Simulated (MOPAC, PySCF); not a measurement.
Ligands exchanged one at a time, Si Br-SH. Isolated molecules, 0 K electronic values unless said otherwise. One relaxed conformer stands for each flexible species; it need not be the lowest. Strings in code marks are SMILES.

Quantity: redistribution energy (mixed species minus the weighted end members), in kcal/mol. Semi-empirical values (MOPAC) are differences of heats of formation.

Level 1: PBE/6-31G* // B3LYP-D3(BJ)/def2-TZVP (PySCF)
Level 2: frozen-core MP2/6-31G* // B3LYP-D3(BJ)/def2-TZVP (PySCF)
Level 3: AM1 // B3LYP-D3(BJ)/def2-TZVP (MOPAC)
Level 4: PM3 // B3LYP-D3(BJ)/def2-TZVP (MOPAC)

```
species                                                                                    level 1  level 2  level 3  level 4
-----------------------------------------------------------------------------------------  -------  -------  -------  -------
1 of 4 Br replaced by SH: `[Si](S)(Br)(Br)Br` (H–S–Si–Br torsion 60°)                        -0.33    -0.51     1.23    -1.40
3 of 4 Br replaced by SH: `S[Si](S)(S)Br`                                                    -0.68      [?]     1.43      [?]
2 of 4 Br replaced by SH: `Br[Si](Br)(S)S` (H–S–Si–Br torsion 41°, Br–Si–S–H torsion 62°)    -0.57    -0.78      [?]    -2.03
```

**Question.** Fill in the missing entries.

**Answer.** 
- 3 of 4 Br replaced by SH: `S[Si](S)(S)Br`, level 2: -0.85
- 3 of 4 Br replaced by SH: `S[Si](S)(S)Br`, level 4: -1.09
- 2 of 4 Br replaced by SH: `Br[Si](Br)(S)S` (H–S–Si–Br torsion 41°, Br–Si–S–H torsion 62°), level 3: 1.92
